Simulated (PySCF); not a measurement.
Species: fac-MoBr3(PH3)3 (quartet state).
Geometry (PBE0-D3(BJ)/def2-SVP, Å), atoms numbered from 1 in this order:
```xyz
16
Br3H9MoP3 angstrom
Mo     0.5541    0.5218    0.5396
Br     0.3126    0.2469    3.0490
P      0.6578    0.6636   -1.9646
H      1.0176   -0.4740   -2.7371
H      1.6103    1.5893   -2.4469
H     -0.4783    1.0754   -2.7121
Br     3.0565    0.2420    0.2670
P     -1.9453    0.6967    0.6947
H     -2.3912    1.6313    1.6562
H     -2.7288   -0.4276    1.0716
H     -2.7092    1.1206   -0.4262
Br     0.3296    3.0366    0.2977
P      0.6333   -1.9872    0.6504
H      1.5843   -2.4957    1.5639
H      0.9738   -2.7520   -0.4983
H     -0.5115   -2.7216    1.0617
```

Level of theory: PBE0-D3(BJ)/def2-SVP geometry optimisation, gas phase, def2 core potentials past Kr in PySCF.

(1) Which atoms are bound to Mo1, and at what distances?

(2) List the angles at Mo1.

(3) What is the shape at Mo1?

(4) What are the other bond lengths?

## Answers

(1) 6 atoms: P8 2.510 Å, P3 2.510 Å, P13 2.513 Å, Br7 2.533 Å, Br2 2.536 Å, Br12 2.536 Å. The nearest atom not counted as bound is H9, at 3.34 Å (others tie with it).

(2) 
```csv
angle,degrees,distance of the outer atoms (Å)
Br7–Mo1–P8,176.5,5.04
Br2–Mo1–P3,175.7,5.04
Br12–Mo1–P13,175.6,5.05
Br2–Mo1–Br12,101.2,3.92
Br2–Mo1–Br7,100.9,3.91
Br7–Mo1–Br12,100.8,3.90
P3–Mo1–P13,95.7,3.72
P3–Mo1–P8,95.7,3.72
P8–Mo1–P13,95.6,3.72
Br7–Mo1–P13,82.1,3.31
P3–Mo1–Br7,81.8,3.30
P3–Mo1–Br12,81.5,3.29
Br2–Mo1–P8,81.5,3.29
Br2–Mo1–P13,81.4,3.29
P8–Mo1–Br12,81.3,3.29
```

(3) Distorted octahedral: the three widest angles are 176.5°, 175.7° and 175.6°, the others run from 81.3° to 101.2°.

(4) P3–H4 and 8 like bonds 1.419 Å.

Charge 0, quartet. ⟨S²⟩ = 3.771 (exact for a quartet: 3.75). PBE0-D3(BJ)/def2-SVP frequencies: not computed here.
